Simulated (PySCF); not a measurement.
FH5SSi2, SMILES F[SiH2]S[SiH3].

Geometry optimised at ωB97X-D3(BJ)/def2-SVP. This is a generated structure with no PubChem entry under its InChIKey; it may be hypothetical. The values are those of a single conformer.

Two levels are set side by side: PBE/def2-TZVP (PySCF) and r2SCAN/def2-TZVP (PySCF). Same geometry, gas phase. Differences are taken from unrounded values.

```
quantity                     r2SCAN    PBE  PBE minus r2SCAN
---------------------------  ------  -----  ----------------
orbital gap (eV)               6.05   5.39             -0.66
highest occupied level (eV)   -6.92  -6.63              0.29
lowest empty level (eV)       -0.87  -1.24             -0.37
dipole moment (D)              0.84   0.81             -0.02
mean polarisability (bohr³)    70.0   72.3               2.3
```

Rough cost on one machine, each run with all the roots and properties that it gave: r2SCAN against PBE about 3 times.
